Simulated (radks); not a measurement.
Values are calculated unless marked as measured or tabulated.
The nuclear charge of the caesium ion Cs+ is varied continuously with 54 electrons held in [Xe]. Level of theory: Dirac Kohn-Sham, PBEsol, spin-unpolarised, spherical densities, finite nucleus; Fermi nuclear charge, rms radius 4.8041 fm (a radial shooting solver on a logarithmic mesh with Libxc functionals). By the Hellmann-Feynman theorem dE/dZ = E(electron-nucleus)/Z, the electronic potential at the nucleus (averaged over a nucleus of fixed radius).

Z,E (hartree),E(electron-nucleus)/Z (hartree),HOMO,e(HOMO) (eV),<r> HOMO (bohr)
54,-7446.95498,-335.384,5p3/2,-7.859,2.349
54.25,-7531.0741,-337.569,5p3/2,-10.251,2.277
54.5,-7615.7397,-339.755,5p3/2,-12.771,2.212
54.75,-7700.9520,-341.943,5p3/2,-15.411,2.153
55,-7786.7114,-344.132,5p3/2,-18.166,2.098
55.25,-7873.0182,-346.323,5p3/2,-21.031,2.048
55.5,-7959.8731,-348.516,5p3/2,-24.004,2.002
55.75,-8047.2764,-350.711,5p3/2,-27.080,1.958
56,-8135.2288,-352.909,5p3/2,-30.257,1.918

The central difference of E at Z = 55 is -344.132 hartree, to compare with the third column; the second derivative is -8.76 hartree.
